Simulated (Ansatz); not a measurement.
Reaction (formal exchange of groups at a C–O bond): `FCCOCF` + `COCF` → `FCCCOCF` + `OCF`

Computed with Ansatz on PBE0-D4/def2-TZVP structures; ΔE is electronic, products minus reactants. CCSD(T)/CBS is the MP2 limit (def2-TZVPP, def2-QZVPP) plus CCSD(T) − MP2 in def2-TZVPP, frozen cores. Functionals use def2-TZVPP. Each species was taken in one conformer, which may not be the lowest.

`FCCOCF`:

Cartesian coordinates in Å:
```
F 0.046 -1.078 -2.195
C -0.382 -1.461 -0.940
C 0.161 -0.540 0.109
O -0.481 0.715 -0.003
C 0.124 1.723 0.687
F -0.010 1.546 2.052
H -1.475 -1.446 -0.935
H -0.030 -2.481 -0.756
H -0.021 -0.976 1.098
H 1.245 -0.423 -0.022
H -0.379 2.653 0.419
H 1.203 1.769 0.487
```

`COCF`:

```xyz
9

C     0.143    0.407   -1.092
O    -0.532   -0.547   -0.296
C    -0.179   -0.521    1.019
F    -0.644    0.622    1.644
H     1.230    0.299   -0.989
H    -0.140    0.216   -2.125
H    -0.143    1.426   -0.819
H     0.912   -0.522    1.154
H    -0.648   -1.379    1.504
```

`FCCCOCF`:

Cartesian coordinates in Å:
```
F -2.166 -0.461 1.606
C -1.236 0.537 1.347
C 0.123 -0.073 1.120
C 0.168 -0.982 -0.095
O -0.181 -0.319 -1.303
C 0.831 0.325 -1.945
F 1.152 1.527 -1.328
H -1.575 1.085 0.465
H -1.226 1.210 2.209
H 0.852 0.735 1.015
H 0.406 -0.660 2.000
H 1.165 -1.430 -0.199
H -0.558 -1.788 0.017
H 1.756 -0.268 -1.957
H 0.488 0.563 -2.953
```

`OCF`:

```xyz
6

O    -0.441   -0.924   -0.351
C     0.206    0.124    0.248
F    -0.671    1.152    0.535
H    -0.698   -0.670   -1.242
H     0.991    0.558   -0.383
H     0.613   -0.240    1.192
```

| level | ΔE (kJ/mol) |
| --- | --- |
| r2SCAN-D4 | -44.4 |
| ωB97X-V | -44.5 |
| ωB97M-V | -47.0 |
| SCS-MP2/def2-QZVPP | -47.6 |

Q: What does CCSD(T)/CBS give? (An estimate is asked.)

A: The calculation gave: -49.4 kJ/mol. The listed levels differ from it by 5.0, 4.9, 2.4, 1.8 kJ/mol.

Largest T1 diagnostic among the species: 0.011.

The D4 term adds −4.6 kJ/mol with B3LYP and −2.7 kJ/mol with PBE0; it sums over pairs of atoms, weighted by their polarisabilities, and B3LYP, whose exchange is more repulsive, gets the larger term. In def2-TZVPP, CCSD(T) changes the Hartree–Fock value by −12.9 kJ/mol (the triples alone add −1.0 kJ/mol) and MP2 by −17.1 kJ/mol.

B3LYP here is the variant with VWN-RPA as its local correlation; programs differ in this.
